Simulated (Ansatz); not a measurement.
Mulliken charges of `C[O][Sn]([OH])([F])[F]` from ωB97M-V/def2-TZVPP in Ansatz (PBE0-D4/def2-TZVP geometry).

```json
{"atom": "C1", "x (Å)": "0.583", "y (Å)": "-1.777", "z (Å)": "-0.102", "charge (e)": "-0.190"}
{"atom": "O2", "x (Å)": "-0.178", "y (Å)": "-0.738", "z (Å)": "-0.702", "charge (e)": "-0.507"}
{"atom": "Sn3", "x (Å)": "-0.294", "y (Å)": "0.995", "z (Å)": "0.115", "charge (e)": "1.533"}
{"atom": "O4", "x (Å)": "-0.916", "y (Å)": "2.311", "z (Å)": "-1.141", "charge (e)": "-0.493"}
{"atom": "F5", "x (Å)": "-1.454", "y (Å)": "1.016", "z (Å)": "1.623", "charge (e)": "-0.461"}
{"atom": "F6", "x (Å)": "1.414", "y (Å)": "1.436", "z (Å)": "0.819", "charge (e)": "-0.460"}
{"atom": "H7", "x (Å)": "0.621", "y (Å)": "-2.596", "z (Å)": "-0.822", "charge (e)": "0.126"}
{"atom": "H8", "x (Å)": "1.607", "y (Å)": "-1.464", "z (Å)": "0.123", "charge (e)": "0.133"}
{"atom": "H9", "x (Å)": "0.113", "y (Å)": "-2.143", "z (Å)": "0.817", "charge (e)": "0.129"}
{"atom": "H10", "x (Å)": "-1.497", "y (Å)": "2.960", "z (Å)": "-0.731", "charge (e)": "0.190"}
```

By hand: the dipole of these point charges (1 e Å = 4.8032 D).

Σ q r = (0.022, -0.267, -0.132) e Å, of length 0.299 e Å = 1.44 D.

How does the dipole of the full density compare? (Best estimate.)

Ansatz gave: (-0.083, -0.133, -0.081) e Å, 0.85 D; the point charges give 1.69 times that, at 33° from its direction.

Point charges leave out the atoms' own dipoles, such as those of lone pairs, and Mulliken's split depends on the basis, so the two needn't agree.
